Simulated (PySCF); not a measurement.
# Reading the logs of faulty runs: CFH4OSi cation

These are calculations, not measurements. They come from PySCF 2.14.0, an open-source quantum chemistry program, on an isolated molecule that a program drew, which may never have been made. The molecule is CFH4OSi cation (charge +1, singlet), drawn as the SMILES string `CO[SiH+]F`.

Each row is a Hartree-Fock (HF) and frozen-core CCSD(T) single point in the cc-pV(D+d)Z basis, meant for a local HF minimum. Run 1 is clean. Each other run has one planted mistake out of seven kinds, and not every kind appears here: one electron removed, one electron added, multiplicity raised by two, geometry at a saddle point, minimal basis STO-3G, one bond length entered in bohr, all coordinates scaled. The reference is restricted for singlets and unrestricted otherwise, and also for a bond in bohr. Adding or removing an electron swaps singlet and doublet. Electrons count all cores. HOMO and LUMO are orbital energies over both spins, the gradient is its largest component, and the lowest frequency (negative if imaginary) is given only where the gradient is small. Bond lengths are over the 7 bonds as drawn. T1 is the CCSD diagnostic: over 0.02 (restricted) or 0.045 (unrestricted) a single reference is doubtful.

Geometry of the clean run:
```xyz
8
CFH4OSi cation, angstrom
C    -3.7259   -0.5462   -0.5109
O    -3.1376    0.5192    0.3078
Si   -3.0950    1.3022    1.6164
F    -4.0623    0.9715    2.7857
H    -4.5123   -1.0280    0.0591
H    -2.9166   -1.2273   -0.7432
H    -4.1073   -0.0634   -1.4021
H    -2.1617    2.3825    1.8358
```

```
run,electrons,basis functions,<S^2>,HOMO (eV),LUMO (eV),gradient (hartree/bohr),lowest frequency (cm^-1),mean bond (Å),longest bond (Å),T1,HF (hartree),CCSD(T) (hartree),mistake
1,40,85,0.000,-19.45,-4.12,1.6e-05,57,1.3200,1.553,0.0153,-503.23775,-503.87126,no fault
2,40,85,0.849,-18.52,-6.45,1.2e-02,-,1.5036,2.729,0.0413,-503.11834,-503.73997,one bond length entered in bohr
3,39,85,0.764,-27.21,-15.45,1.4e-01,-,1.3200,1.553,0.0453,-502.58885,-503.19645,one electron removed
4,40,28,0.000,-16.96,-0.99,3.7e-02,-,1.3200,1.553,0.0215,-497.03199,-497.23664,?
```

**Which mistake was planted in run 4, and what did it cost?**

It has 28 basis functions where the clean run has 85, with the same electrons and geometry. So the mistake is: minimal basis STO-3G. Subtracting run 1 and multiplying by 627.51 kcal/mol a hartree, the energy moved by 3894.2 kcal/mol in HF and 4163.3 kcal/mol in CCSD(T).

Cautions from the logs. Run 3: T1 is over the limit, so its CCSD(T) energy is less reliable; run 4: T1 is over the limit, so its CCSD(T) energy is less reliable.
